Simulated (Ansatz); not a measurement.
Consider the formal exchange of groups at the Sn–Se bond: `C[O][Sn]([Cl])([Cl])[SeH]` + `C/C(S)=C/O` → `C[O][Sn]([OH])([Cl])[Cl]` + `C/C(S)=C\[SeH]`.

Computed with Ansatz on PBE0-D4/def2-TZVP structures; ΔE is electronic, products minus reactants. CBS: MP2 limit from def2 TZ/QZ plus the TZ coupled-cluster correction, frozen cores. Double bonds are as drawn, so ΔE can hold a change between cis and trans. Functionals use def2-TZVPP. B3LYP here is the variant with VWN-RPA as its local correlation; programs differ in this. Elements past krypton have def2 core potentials. For Se, Sn outer-core shells are correlated without core-valence functions, which leaves a few kJ/mol of doubt a bond. Scalar relativity is left out up to krypton. One conformer a species, not always the lowest.

```
          level  ΔE (kJ/mol)  difference from CCSD(T)/CBS
         PBE-D4         48.7                         10.2
        ωB97X-V         43.9                          5.4
        ωB97M-V         45.2                          6.7
            PBE         49.4                         10.9
         r2SCAN         46.8                          8.3
          B3LYP         48.9                         10.4
 MP2/def2-TZVPP         29.9                         -8.6
CCSD/def2-TZVPP         35.5                         -3.0
  HF/def2-QZVPP         49.6                         11.1
  MP2/CBS(def2)         35.5                         -3.0
    CCSD(T)/CBS         38.5                            0
```

Largest T1 diagnostic among the species: 0.013.

In def2-TZVPP, CCSD(T) changes the Hartree–Fock value by −17.6 kJ/mol (the triples alone add −2.6 kJ/mol) and MP2 by −20.7 kJ/mol. From PBE to PBE0 (25 % exact exchange), in def2-TZVPP and without D4, ΔE moves by +3.1 kJ/mol.
